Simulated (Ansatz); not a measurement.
`[NH2][Ge][N]([SiH3])[SiH3]` + H–F → `[NH2][Ge][F]` + `[SiH3]N[SiH3]`  (ligand exchange at a Ge–N bond)

Program: Ansatz. Geometries: PBE0-D4/def2-TZVP. ΔE: electronic, gas phase. CCSD(T)/CBS adds triple-zeta CCSD(T) − MP2 to the extrapolated MP2 energy (def2 sets, frozen cores). This one scheme is used for every species. DFT in def2-TZVPP. B3LYP here is the variant with VWN-RPA as its local correlation; programs differ in this. HSE06 is defined as in plane-wave codes. For Ge outer-core shells are correlated without core-valence functions, which leaves a few kJ/mol of doubt a bond. Scalar relativity is left out up to krypton. Each species was taken in one conformer, which may not be the lowest.

```json
{"level": "LDA (SPW92)", "ΔE (kJ/mol)": "-48.3", "difference from CCSD(T)/CBS": "-4.7"}
{"level": "PBE-D4", "ΔE (kJ/mol)": "-52.2", "difference from CCSD(T)/CBS": "-8.6"}
{"level": "revPBE-D4", "ΔE (kJ/mol)": "-46.3", "difference from CCSD(T)/CBS": "-2.7"}
{"level": "BLYP-D4", "ΔE (kJ/mol)": "-58.0", "difference from CCSD(T)/CBS": "-14.4"}
{"level": "r2SCAN-D4", "ΔE (kJ/mol)": "-59.0", "difference from CCSD(T)/CBS": "-15.4"}
{"level": "B97M-V", "ΔE (kJ/mol)": "-67.0", "difference from CCSD(T)/CBS": "-23.4"}
{"level": "B3LYP-D4", "ΔE (kJ/mol)": "-57.5", "difference from CCSD(T)/CBS": "-13.9"}
{"level": "r2SCANh-D4", "ΔE (kJ/mol)": "-57.3", "difference from CCSD(T)/CBS": "-13.7"}
{"level": "r2SCAN0-D4", "ΔE (kJ/mol)": "-55.3", "difference from CCSD(T)/CBS": "-11.7"}
{"level": "HSE06-D4", "ΔE (kJ/mol)": "-49.7", "difference from CCSD(T)/CBS": "-6.1"}
{"level": "CAM-B3LYP-D4", "ΔE (kJ/mol)": "-66.4", "difference from CCSD(T)/CBS": "-22.8"}
{"level": "ωB97X-V", "ΔE (kJ/mol)": "-63.7", "difference from CCSD(T)/CBS": "-20.1"}
{"level": "ωB97M-V", "ΔE (kJ/mol)": "-60.2", "difference from CCSD(T)/CBS": "-16.6"}
{"level": "B2PLYP", "ΔE (kJ/mol)": "-64.7", "difference from CCSD(T)/CBS": "-21.1"}
{"level": "PBE-QIDH", "ΔE (kJ/mol)": "-49.1", "difference from CCSD(T)/CBS": "-5.5"}
{"level": "PBE", "ΔE (kJ/mol)": "-65.4", "difference from CCSD(T)/CBS": "-21.8"}
{"level": "revPBE", "ΔE (kJ/mol)": "-72.5", "difference from CCSD(T)/CBS": "-28.9"}
{"level": "BLYP", "ΔE (kJ/mol)": "-84.4", "difference from CCSD(T)/CBS": "-40.8"}
{"level": "r2SCAN", "ΔE (kJ/mol)": "-62.3", "difference from CCSD(T)/CBS": "-18.7"}
{"level": "PBE0", "ΔE (kJ/mol)": "-61.7", "difference from CCSD(T)/CBS": "-18.1"}
{"level": "B3LYP", "ΔE (kJ/mol)": "-79.0", "difference from CCSD(T)/CBS": "-35.4"}
{"level": "r2SCANh", "ΔE (kJ/mol)": "-61.1", "difference from CCSD(T)/CBS": "-17.5"}
{"level": "r2SCAN0", "ΔE (kJ/mol)": "-59.5", "difference from CCSD(T)/CBS": "-15.9"}
{"level": "HSE06", "ΔE (kJ/mol)": "-61.0", "difference from CCSD(T)/CBS": "-17.4"}
{"level": "BHLYP", "ΔE (kJ/mol)": "-77.3", "difference from CCSD(T)/CBS": "-33.7"}
{"level": "CAM-B3LYP", "ΔE (kJ/mol)": "-79.0", "difference from CCSD(T)/CBS": "-35.4"}
{"level": "RPA@PBE/def2-TZVPP", "ΔE (kJ/mol)": "-46.2", "difference from CCSD(T)/CBS": "-2.6"}
{"level": "HF/def2-SVP", "ΔE (kJ/mol)": "-80.6", "difference from CCSD(T)/CBS": "-37.0"}
{"level": "MP2/def2-SVP", "ΔE (kJ/mol)": "-50.4", "difference from CCSD(T)/CBS": "-6.8"}
{"level": "CCSD/def2-SVP", "ΔE (kJ/mol)": "-58.5", "difference from CCSD(T)/CBS": "-14.9"}
{"level": "CCSD(T)/def2-SVP", "ΔE (kJ/mol)": "-53.5", "difference from CCSD(T)/CBS": "-9.9"}
{"level": "MP2/def2-TZVPP", "ΔE (kJ/mol)": "-37.8", "difference from CCSD(T)/CBS": "5.8"}
{"level": "CCSD/def2-TZVPP", "ΔE (kJ/mol)": "-50.1", "difference from CCSD(T)/CBS": "-6.5"}
{"level": "CCSD(T)/def2-TZVPP", "ΔE (kJ/mol)": "-43.7", "difference from CCSD(T)/CBS": "-0.1"}
{"level": "HF/def2-QZVPP", "ΔE (kJ/mol)": "-85.6", "difference from CCSD(T)/CBS": "-42.0"}
{"level": "MP2/def2-QZVPP", "ΔE (kJ/mol)": "-38.4", "difference from CCSD(T)/CBS": "5.2"}
{"level": "SCS-MP2/def2-QZVPP", "ΔE (kJ/mol)": "-49.5", "difference from CCSD(T)/CBS": "-5.9"}
{"level": "HF/CBS(def2)", "ΔE (kJ/mol)": "-85.9", "difference from CCSD(T)/CBS": "-42.3"}
{"level": "MP2/CBS(def2)", "ΔE (kJ/mol)": "-37.8", "difference from CCSD(T)/CBS": "5.8"}
{"level": "CCSD/CBS(def2)", "ΔE (kJ/mol)": "-50.0", "difference from CCSD(T)/CBS": "-6.4"}
{"level": "CCSD(T)/CBS", "ΔE (kJ/mol)": "-43.6", "difference from CCSD(T)/CBS": "0"}
```

Largest T1 diagnostic among the species: 0.014.

In def2-TZVPP, CCSD(T) changes the Hartree–Fock value by +40.2 kJ/mol (the triples alone add +6.4 kJ/mol) and MP2 by +46.1 kJ/mol. At CCSD(T), def2-SVP lies −9.9 kJ/mol from the extrapolated value and def2-TZVPP −0.1 kJ/mol.

CCSD(T)/CBS has its own doubt, a few kJ/mol and more with outer-core shells, so smaller differences from it don't rank the levels.
